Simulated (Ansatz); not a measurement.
Ti₃Si₅, relaxed as a singlet with RKS PBE-D4/def2-SVP in Ansatz, starting from the GFN1-xTB geometry. Force threshold 0.03 eV/Å.

This restricted singlet of an open-shell metal (gap down to 0.31 eV) wasn't tested against broken symmetry. The relaxation made no stability test and no search for a lower SCF solution. No other spin state of charge 0 was run. Another isomer (triplet) lies 1.09 eV lower at PBE0-D4/def2-TZVP; other spin states weren't run for this one.

Start:

```
atom    x (Å)    y (Å)    z (Å)
 Ti1  -0.1068  -0.3222   1.9479
 Ti2   2.5198   0.1671  -0.4130
 Ti3   2.4156   0.1353   2.1918
 Si4  -0.0229  -1.2062  -0.6001
 Si5   0.4103   0.9455  -1.7772
 Si6  -2.2812  -0.9600   0.3376
 Si7  -1.0605   1.2612   0.1298
 Si8  -1.8743  -0.0208  -1.8168
```

```json
{"step": "1", "energy (eV)": "-108670.3535", "largest force component (eV/Å)": "2.821", "SCF passes": "80"}
{"step": "2", "energy (eV)": "-108671.3632", "largest force component (eV/Å)": "2.123", "SCF passes": "48"}
{"step": "3", "energy (eV)": "-108672.0678", "largest force component (eV/Å)": "0.872", "SCF passes": "46"}
{"step": "4", "energy (eV)": "-108672.1778", "largest force component (eV/Å)": "1.018", "SCF passes": "46"}
{"step": "5", "energy (eV)": "-108672.2644", "largest force component (eV/Å)": "0.284", "SCF passes": "39"}
{"step": "6", "energy (eV)": "-108672.2842", "largest force component (eV/Å)": "0.187", "SCF passes": "39"}
{"step": "7", "energy (eV)": "-108672.3535", "largest force component (eV/Å)": "0.622", "SCF passes": "57"}
{"step": "8", "energy (eV)": "-108672.5914", "largest force component (eV/Å)": "0.790", "SCF passes": "64"}
{"step": "9", "energy (eV)": "-108672.7457", "largest force component (eV/Å)": "0.794", "SCF passes": "43"}
{"step": "10 (rejected)", "energy (eV)": "-108672.6048", "largest force component (eV/Å)": "2.338", "SCF passes": "43"}
{"step": "11", "energy (eV)": "-108672.9233", "largest force component (eV/Å)": "0.476", "SCF passes": "36"}
{"step": "12", "energy (eV)": "-108673.0096", "largest force component (eV/Å)": "0.382", "SCF passes": "35"}
{"step": "13", "energy (eV)": "-108673.0996", "largest force component (eV/Å)": "0.302", "SCF passes": "36"}
{"step": "14", "energy (eV)": "-108673.1758", "largest force component (eV/Å)": "0.212", "SCF passes": "41"}
{"step": "15 (rejected)", "energy (eV)": "-108673.1719", "largest force component (eV/Å)": "0.543", "SCF passes": "43"}
{"step": "16", "energy (eV)": "-108673.1992", "largest force component (eV/Å)": "0.113", "SCF passes": "50"}
{"step": "17", "energy (eV)": "-108673.2106", "largest force component (eV/Å)": "0.081", "SCF passes": "49"}
{"step": "18 (rejected)", "energy (eV)": "-108673.2104", "largest force component (eV/Å)": "0.125", "SCF passes": "30"}
{"step": "19", "energy (eV)": "-108673.2117", "largest force component (eV/Å)": "0.040", "SCF passes": "30"}
{"step": "20", "energy (eV)": "-108673.2120", "largest force component (eV/Å)": "0.014", "SCF passes": "31"}
```

Force components are those of the run's own axes.

End:

```csv
atom,x (Å),y (Å),z (Å)
Ti1,0.317,-0.854,1.739
Ti2,2.011,0.211,-0.239
Ti3,1.528,0.606,2.160
Si4,-0.010,-1.239,-0.832
Si5,0.437,0.778,-2.088
Si6,-1.951,-0.906,0.604
Si7,-0.365,1.062,0.240
Si8,-1.966,0.342,-1.583
```

Bonds formed: Ti2–Si7, Ti3–Si7 (atoms count from 1).

No frequencies were taken in this run, so the end may be a saddle point.

Hardware: 4 threads of Arm Neoverse V1 on a shared host. Wall time 1.7 min.
